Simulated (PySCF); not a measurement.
A side-by-side comparison of computed properties.

First species: C5H6ClF3O.
SMILES: `C[C@@H](CC(F)(F)F)C(=O)Cl`

Second species: C4H7Cl.
Numbering: `[CH3:1]/[CH:2]=[C:3](/[CH3:4])[Cl:5]` (hydrogens: H6, H7, H8 on C1; H9 on C2; H10, H11, H12 on C4)

Levels: CAM-B3LYP/def2-SVPD for dipole moment, HOMO energy, LUMO energy, HOMO–LUMO gap, static isotropic polarisability and electronic spatial extent ⟨r²⟩ about the centre of nuclear charge; TDDFT CAM-B3LYP/def2-SVPD for lowest singlet excitation; TDA CAM-B3LYP/def2-SVPD for lowest triplet excitation (Tamm–Dancoff); ΔSCF CAM-B3LYP/def2-SVPD for vertical ionisation energy; PBE0-D3(BJ)/def2-SVP for rotational constant A and rotational constant C. Geometries: PBE0-D3(BJ)/def2-SVP. All species are isolated and taken at one optimised geometry, non-relativistic unless stated; the electronic structure was computed with PySCF and density fitting.

Dipoles, sizes and rotational constants follow the conformer. The torsions of the flexible species, by atom-mapped SMILES:
- `[CH3:1][C@@H:2]([CH2:3][C:4]([F:5])([F:6])[F:7])[C:8](=[O:9])[Cl:10]`: C1–C2–C3–C4 -160°, C2–C3–C4–F5 -177°, C1–C2–C8–O9 -98°

Which of the two has the higher dipole moment, and by how much?

The first: 3.66 D against 1.73 D, a difference of 1.93 D.

Which of the two has the higher HOMO energy, and by how much?

The second: -8.27 eV against -10.24 eV, a difference of 1.97 eV.

Which has the higher S1 energy?

The second: 6.34 eV against 5.17 eV, a difference of 1.17 eV.

Which of the two has the higher LUMO energy, and by how much?

The second: 1.25 eV against -0.23 eV, a difference of 1.48 eV.

Which of the two has the higher ⟨r²⟩, and by how much?

The first: 1833 bohr² against 614 bohr², a difference of 1219 bohr².

Which of the two has the higher T1 energy, and by how much?

The first: 4.66 eV against 4.14 eV, a difference of 0.52 eV.

Which has the higher HOMO–LUMO gap?

The first: 10.01 eV against 9.52 eV, a difference of 0.49 eV.

Which has the higher rotational constant C?

The second: 2.050 GHz against 0.611 GHz, a difference of 1.439 GHz.

On the first: The dipole equals about 12.2 × 10⁻³⁰ C·m (1 D = 3.33564 × 10⁻³⁰ C·m). The polarisability is 11.68 Å³ as a volume (1 au = 0.148185 Å³), or 0.90 au for each of the 88 electrons.

On the second: The principal polarisabilities are 48.5, 66.1 and 81.7 au; their mean is the isotropic value. The polarisability is 9.70 Å³ as a volume (1 au = 0.148185 Å³), or 1.36 au for each of the 48 electrons.
